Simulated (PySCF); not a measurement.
Species: (F)3Sn-NH-SiH3.
Geometry (PBE0-D3(BJ)/def2-SVP, Å), atoms numbered from 1 in this order:
```xyz
10
F3H4NSiSn angstrom
Sn    -0.5839    1.4519   -0.3635
F     -2.2664    1.2321   -1.2505
F     -1.0499    1.9068    1.4348
F      0.2420    2.9622   -1.2021
N      0.6209   -0.1175   -0.4429
Si     0.4947   -1.5691    0.5314
H      1.3493   -0.0359   -1.1483
H      0.3255   -2.7795   -0.3262
H     -0.7110   -1.3686    1.3848
H      1.7034   -1.7590    1.3868
```

Level of theory: PySCF, PBE0-D3(BJ)/def2-SVP geometry optimisation, gas phase, def2 core potentials past Kr.

Task: Which atoms are bound to Sn1, and at what distances?

Result: 4 atoms: F3 1.913 Å, F2 1.915 Å, F4 1.915 Å, N5 1.980 Å. The nearest atom not counted as bound is H7, at 2.56 Å.

Task: List the angles at Sn1.

Result: 
```json
{"angle": "F2–Sn1–N5", "degrees": "115.2", "distance of the outer atoms (Å)": "3.29"}
{"angle": "F3–Sn1–N5", "degrees": "112.0", "distance of the outer atoms (Å)": "3.23"}
{"angle": "F4–Sn1–N5", "degrees": "110.2", "distance of the outer atoms (Å)": "3.19"}
{"angle": "F3–Sn1–F4", "degrees": "109.2", "distance of the outer atoms (Å)": "3.12"}
{"angle": "F2–Sn1–F4", "degrees": "105.5", "distance of the outer atoms (Å)": "3.05"}
{"angle": "F2–Sn1–F3", "degrees": "104.4", "distance of the outer atoms (Å)": "3.02"}
```

Task: What is the shape at Sn1?

Result: Distorted tetrahedral: angles from 104.4° to 115.2°; τ4 = (360° − α − β)/141° = 0.94 with α and β the two widest (0 for a square, 1 for a tetrahedron).

Task: What are the other bond lengths?

Result: N5–Si6 1.753 Å; N5–H7 1.017 Å; Si6–H8, Si6–H9, Si6–H10 1.492 Å.

Task: Give some angles away from the centre.

Result: Sn1–N5–Si6 126.2°.

Task: What are the rotational constants (commonest isotopes, rigid rotor)?

Result: A = 2699, B = 1029, C = 1008 MHz: a near-prolate asymmetric top.

Point group: C1 (no symmetry element, even within 0.4 Å). Charge 0, singlet. Whether it is a minimum is left open (no frequencies).

On an Intel Xeon Platinum 8488C with one thread, shared host with 96 logical CPUs at a one-minute load of 43, this took 2.1 min and 0.49 GiB of memory at its peak. That covers the optimisation of the geometry.
